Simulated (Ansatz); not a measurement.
`[OH][Ta](=[S])([Cl])[Cl]` + HCl → `[S]=[Ta]([Cl])([Cl])[Cl]` + H₂O at 298.15 K and 1 bar (ligand exchange at a Ta–O bond).

Gas-phase electronic energies from Ansatz, PBE0-D4/def2-TZVP geometries. CBS: MP2 limit from def2 TZ/QZ plus the TZ coupled-cluster correction, frozen cores. This one scheme is used for every species. def2 core potentials past Kr. For Ta outer-core shells are correlated without core-valence functions, which leaves a few kJ/mol of doubt a bond. Each species was taken in one conformer, which may not be the lowest.

| species | CCSD(T)/CBS energy (Eh) | H − E (kJ/mol) | S (J/(mol·K)) |
| --- | --- | --- | --- |
| `[OH][Ta](=[S])([Cl])[Cl]` | -1450.24360 | 68.2 | 377.5 |
| HCl | -460.38127 | 26.6 | 186.8 |
| `[S]=[Ta]([Cl])([Cl])[Cl]` | -1834.25051 | 36.3 | 373.7 |
| H₂O | -76.37941 | 66.4 | 188.7 |

H − E and S are ideal-gas, rigid-rotor, harmonic terms from PBE0-D4/def2-TZVP, for one conformer and one mirror image of each species. 1 Eh = 2625.50 kJ/mol, R = 8.31446 J/(mol·K).

Task: By hand: ΔE, ΔH, ΔS and ΔG.

Result: ΔE = (-1834.25051) + (-76.37941) − (-1450.24360) − (-460.38127) = -0.00505 Eh = -13.3 kJ/mol. Δ(H − E) = 36.3 + 66.4 − 68.2 − 26.6 = 7.9, so ΔH = -5.4 kJ/mol. ΔS = 373.7 + 188.7 − 377.5 − 186.8 = -1.9 J/(mol·K). ΔG = -5.4 − 298.15 × (-1.9)/1000 = -4.8 kJ/mol.

Task: By hand: the equilibrium constant, and the temperature at which ΔG would vanish if ΔH and ΔS stayed fixed.

Result: log₁₀ K = −ΔG/(RT ln 10) = 0.8. ΔG = 0 at ΔH/ΔS = 2842 K, far beyond where these terms or the molecules hold.

The number of gas molecules stays the same, so ΔS is small and ΔH decides. The sign of ΔG lies within the doubt. A doubt of 5 kJ/mol in ΔE shifts log₁₀ K by 0.9 here. Other conformers and mirror images would add mixing entropy, several J/(mol·K) or more a flexible species. These are equilibria of isolated gas molecules and say nothing of rates. Largest T1 diagnostic: 0.020 (customary marks: 0.02 for closed shells, 0.045 for open ones).
